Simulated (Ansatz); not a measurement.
`[SiH3][CH2][GeH2][Cl]` + H₂S → `[SH][GeH2][Cl]` + `C[SiH3]`  (ligand exchange at a Ge–C bond)

Computed with Ansatz on PBE0-D4/def2-TZVP structures; ΔE is electronic, products minus reactants. CBS: MP2 limit from def2 TZ/QZ plus the TZ coupled-cluster correction, frozen cores. This one scheme is used for every species. Functionals use def2-TZVPP. B3LYP here is the variant with VWN-RPA as its local correlation; programs differ in this. For Ge outer-core shells are correlated without core-valence functions, which leaves a few kJ/mol of doubt a bond. Scalar relativity is left out up to krypton. One conformer a species, not always the lowest.

(1) Is it downhill or uphill in electronic energy at CCSD(T)/CBS, and by how much? (An estimate is asked.)

(2) What do these levels give: r2SCAN-D4, PBE0-D4, B3LYP-D4, ωB97X-V, ωB97M-V, PBE, B3LYP, HF/def2-TZVPP, CCSD/def2-TZVPP, HF/def2-QZVPP, MP2/def2-QZVPP, HF/CBS(def2)? (Estimate.)

Largest T1 diagnostic among the species: 0.010.

Answers

(1) The calculation gave: Downhill: ΔE = -46.6 kJ/mol.

(2) Ansatz gave: r2SCAN-D4 -57.2, PBE0-D4 -55.0, B3LYP-D4 -54.9, ωB97X-V -51.4, ωB97M-V -51.3, PBE -60.7, B3LYP -61.3, HF/def2-TZVPP -59.6, CCSD/def2-TZVPP -46.7, HF/def2-QZVPP -59.7, MP2/def2-QZVPP -47.6, HF/CBS(def2) -59.8 kJ/mol.

In def2-TZVPP, CCSD(T) changes the Hartree–Fock value by +13.3 kJ/mol (the triples alone add +0.4 kJ/mol) and MP2 by +12.2 kJ/mol. The D4 term adds +6.4 kJ/mol with B3LYP and +3.8 kJ/mol with PBE0; it sums over pairs of atoms, weighted by their polarisabilities, and B3LYP, whose exchange is more repulsive, gets the larger term.
